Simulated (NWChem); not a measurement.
# InH₂Cl; SMILES [Cl][InH2]

```xyz
4

In     0.0000     0.0000     0.5722
H      0.0000    -1.5817     1.2356
H      0.0000     1.5817     1.2356
Cl     0.0000     0.0000    -1.7946
```
Atoms are numbered in this order, from 1.

Computed with NWChem. Structure relaxed at the PBE0/def2-SVP level. def2 effective core potentials on In; no spin-orbit coupling. Total energies compare along this basis series because the functional is fixed.

```
level                    basis functions  energy (Ha)  highest occupied level (eV)  orbital gap (eV)  dipole (D)
-----------------------  ---------------  -----------  ---------------------------  ----------------  ----------
Hartree-Fock/def2-SVP                 54    -649.7558                       -11.13             11.75        3.15
Hartree-Fock/def2-SVPD                75    -649.7651                       -11.32             11.79         [?]
Hartree-Fock/def2-TZVP                99    -649.9223                       -11.29             11.68        3.19
Hartree-Fock/def2-TZVPP              120    -649.9226                       -11.29             11.68        3.19
Hartree-Fock/def2-QZVP               212    -649.9370                       -11.30             11.63        3.19
```

Fill in the missing entries.


- Hartree-Fock/def2-SVPD, dipole (D): 3.28
